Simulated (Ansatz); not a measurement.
Geometry optimisation of Ca2O3.

```yaml
crystal:
  periodic: [false, false, false]
  atoms:
    - {symbol: Ca, position_ang: [0.832190, 0.300920, -0.114620]}
    - {symbol: Ca, position_ang: [-1.244740, -2.906420, -0.208420]}
    - {symbol: O, position_ang: [-0.086190, -1.435470, -0.229850]}
    - {symbol: O, position_ang: [0.340030, 1.901900, 0.933280]}
    - {symbol: O, position_ang: [0.158700, 2.139070, -0.380380]}
basis:
  gaussian: {orbitals: def2-SVP}
hamiltonian: {xc: r2scan, dispersion: d4}
scf: {lower_state_search: "off"}
output: {orbitals: {seedname: orbitals}}
relax: {f_tol: 0.02, max_steps: 100}
```

```sh
$ ansatz run in.yaml --threads 4 --pin off --events-out ev --progress --plain --max-ram 4787MiB
```

Shortened log:

```
Functional definition: r2SCAN
  name "r2SCAN"
  cite "Furness, Kaplan, Ning, Perdew & Sun, J. Phys. Chem. Lett. 11, 8208 (2020) doi:10.1021/acs.jpclett.0c02405"
  cite "Furness, Kaplan, Ning, Perdew & Sun, J. Phys. Chem. Lett. 11, 9248 (2020) doi:10.1021/acs.jpclett.0c03077"
  parent r2scan
  parameter k0 = 0.174
  parameter k1 = 0.065
  parameter a1 = 4.9479
  exchange = r2scan_x(k0 = k0, k1 = k1, a1 = a1)
  correlation = r2scan_c
these checks for a lower state are left out or cut short: stability, starts, cluster_reference, orbital_swaps, neighbouring_geometries, increment
mean field -43002.34345127 eV, -1580.3069737988 hartree, gradient 2.8e-6 eV, S^2 0.000000; 0 other end points of the search recorded, 0 dependent functions left out
the calculation of the forces begins
relax step   1: F+E_penalty+E_count = -43002.37012273 eV  Δ(F+E_penalty+E_count) = +0.000e0 eV  max|allowed force component| = 2.793e0 eV/Å  Δτ_max = 0.0000 Å  (43 SCF iters, accepted)
these checks for a lower state are left out or cut short: stability, starts, cluster_reference, orbital_swaps, neighbouring_geometries, increment
mean field -43002.88371268 eV, -1580.3268280395 hartree, gradient 1.8e-6 eV, S^2 0.000000; 0 other end points of the search recorded, 0 dependent functions left out
the calculation of the forces begins
relax step   2: F+E_penalty+E_count = -43002.91091636 eV  Δ(F+E_penalty+E_count) = -5.408e-1 eV  max|allowed force component| = 1.070e0 eV/Å  Δτ_max = 0.1214 Å  (25 SCF iters, accepted)
these checks for a lower state are left out or cut short: stability, starts, cluster_reference, orbital_swaps, neighbouring_geometries, increment
mean field -43002.94454393 eV, -1580.3290635466 hartree, gradient 1.1e-6 eV, S^2 0.000000; 0 other end points of the search recorded, 0 dependent functions left out
the calculation of the forces begins
relax step   3: F+E_penalty+E_count = -43002.97185522 eV  Δ(F+E_penalty+E_count) = -6.094e-2 eV  max|allowed force component| = 1.117e-1 eV/Å  Δτ_max = 0.0884 Å  (25 SCF iters, accepted)
these checks for a lower state are left out or cut short: stability, starts, cluster_reference, orbital_swaps, neighbouring_geometries, increment
mean field -43002.95308047 eV, -1580.3293772588 hartree, gradient 1.3e-6 eV, S^2 0.000000; 0 other end points of the search recorded, 0 dependent functions left out
the calculation of the forces begins
relax step   4: F+E_penalty+E_count = -43002.97986485 eV  Δ(F+E_penalty+E_count) = -8.010e-3 eV  max|allowed force component| = 1.992e-1 eV/Å  Δτ_max = 0.1013 Å  (27 SCF iters, accepted)
these checks for a lower state are left out or cut short: stability, starts, cluster_reference, orbital_swaps, neighbouring_geometries, increment
mean field -43002.95508562 eV, -1580.3294509466 hartree, gradient 2.3e-6 eV, S^2 0.000000; 0 other end points of the search recorded, 0 dependent functions left out
the calculation of the forces begins
relax step   5: F+E_penalty+E_count = -43002.98171803 eV  Δ(F+E_penalty+E_count) = -1.853e-3 eV  max|allowed force component| = 5.818e-2 eV/Å  Δτ_max = 0.0289 Å  (22 SCF iters, accepted)
these checks for a lower state are left out or cut short: stability, starts, cluster_reference, orbital_swaps, neighbouring_geometries, increment
mean field -43002.95536424 eV, -1580.3294611858 hartree, gradient 1.6e-6 eV, S^2 0.000000; 0 other end points of the search recorded, 0 dependent functions left out
the calculation of the forces begins
relax step   6: F+E_penalty+E_count = -43002.98198070 eV  Δ(F+E_penalty+E_count) = -2.627e-4 eV  max|allowed force component| = 4.191e-2 eV/Å  Δτ_max = 0.0306 Å  (22 SCF iters, accepted)
these checks for a lower state are left out or cut short: stability, starts, cluster_reference, orbital_swaps, neighbouring_geometries, increment
mean field -43002.95497290 eV, -1580.3294468044 hartree, gradient 6.2e-6 eV, S^2 0.000000; 0 other end points of the search recorded, 0 dependent functions left out
the calculation of the forces begins
relax step   7: F+E_penalty+E_count = -43002.98176633 eV  Δ(F+E_penalty+E_count) = +2.144e-4 eV  max|allowed force component| = 9.226e-2 eV/Å  Δτ_max = 0.0889 Å  (24 SCF iters, rejected (line search))
these checks for a lower state are left out or cut short: stability, starts, cluster_reference, orbital_swaps, neighbouring_geometries, increment
mean field -43002.95562738 eV, -1580.3294708561 hartree, gradient 1.6e-6 eV, S^2 0.000000; 0 other end points of the search recorded, 0 dependent functions left out
the calculation of the forces begins
relax step   8: F+E_penalty+E_count = -43002.98228007 eV  Δ(F+E_penalty+E_count) = -2.994e-4 eV  max|allowed force component| = 1.605e-2 eV/Å  Δτ_max = 0.0387 Å  (23 SCF iters, accepted)
these checks for a lower state are left out or cut short: stability, starts, cluster_reference, orbital_swaps, neighbouring_geometries, increment
mean field -43002.95580377 eV, -1580.3294773382 hartree, gradient 2.0e-6 eV, S^2 0.000000; 0 other end points of the search recorded, 0 dependent functions left out
the calculation of the forces begins
relax step   9: F+E_penalty+E_count = -43002.98250680 eV  Δ(F+E_penalty+E_count) = -2.267e-4 eV  max|allowed force component| = 1.866e-2 eV/Å  Δτ_max = 0.0332 Å  (23 SCF iters, accepted)
Total energy: -43002.98253827 eV, -1580.3304598128 hartree
Atom 0 at     0.716418     0.311250    -0.147088 Å, force    -0.000320    -0.002966    -0.006306 eV/Å
Atom 1 at    -1.254936    -3.191522    -0.183505 Å, force     0.012549     0.016958    -0.001682 eV/Å
Atom 2 at    -0.141161    -1.619264    -0.295374 Å, force    -0.012340    -0.018664     0.002580 eV/Å
Atom 3 at     0.325800     2.081249     0.988703 Å, force    -0.001927     0.004736     0.014127 eV/Å
Atom 4 at     0.353869     2.418288    -0.362725 Å, force     0.002037    -0.000063    -0.008719 eV/Å
Dipole moment:    -0.002113    -1.937380    -0.313967 e Å
Checks for a lower state left out: stability, starts, cluster_reference, orbital_swaps, neighbouring_geometries, increment
```

Run time 12 s (4 threads of Arm Neoverse V2 on a shared host).

The structure holds one bond between oxygen atoms, so isomers without such links may lie far lower. The restricted singlet is unstable towards broken spin symmetry at other levels; at r2SCAN-D4/def2-SVP this wasn't settled. Another isomer (singlet) lies 2.80 eV lower at PBE0-D4/def2-TZVP; other spin states weren't run for this one.
